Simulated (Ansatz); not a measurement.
Basis sets compared for Sn4Cl4. The state is a singlet with charge 0. Geometry PBE0-D4/def2-SVP. Ansatz on 4 threads of Intel Xeon on a shared host; times are rough, and most runs start from earlier orbitals.

```xyz
8

Sn   -1.631    1.109    1.269
Sn    0.147   -1.152    1.217
Sn   -0.186    1.140   -1.218
Sn    1.604   -1.101   -1.254
Cl    1.359   -2.837   -2.875
Cl   -1.282    2.850    2.865
Cl    0.397   -2.758    2.938
Cl   -0.408    2.748   -2.941
```

In the def2 sets Sn takes a core potential; there is no spin–orbit coupling. The restricted singlet is unstable towards broken spin symmetry in Hartree–Fock (as tested in another run); at PBE-D4/def2-TZVP, PBE0-D4/def2-SVP, PBE0-D4/def2-TZVP this wasn't settled. Another isomer (singlet) lies 1.48 eV lower at PBE0-D4/def2-TZVP; other spin states weren't run for this one.

Binding counts from free atoms (Sn triplet, Cl doublet) in the same basis, without a counterpoise term.

| level | functions | energy (Eh) | HOMO (eV) | LUMO (eV) | binding per atom (eV) | wall time |
| --- | --- | --- | --- | --- | --- | --- |
| PBE-D4/def2-SVP | 176 | -2696.9572 | -5.59 | -4.26 | 2.70 | 4.3 s |
| PBE0-D4/def2-SVP | 176 | -2697.1206 | -6.38 | -3.85 | 2.55 | 9.6 s |

Q: Estimate the rows for PBE-D4/def2-TZVP (with forces), PBE0-D4/def2-TZVP.

A: 
```json
{"level": "PBE-D4/def2-TZVP (with forces)", "functions": "348", "energy (Eh)": "-2697.6307", "HOMO (eV)": "-5.73", "LUMO (eV)": "-4.40", "binding per atom (eV)": "2.72", "wall time": "17 s"}
{"level": "PBE0-D4/def2-TZVP", "functions": "348", "energy (Eh)": "-2697.7860", "HOMO (eV)": "-6.48", "LUMO (eV)": "-3.94", "binding per atom (eV)": "2.59", "wall time": "34 s"}
```
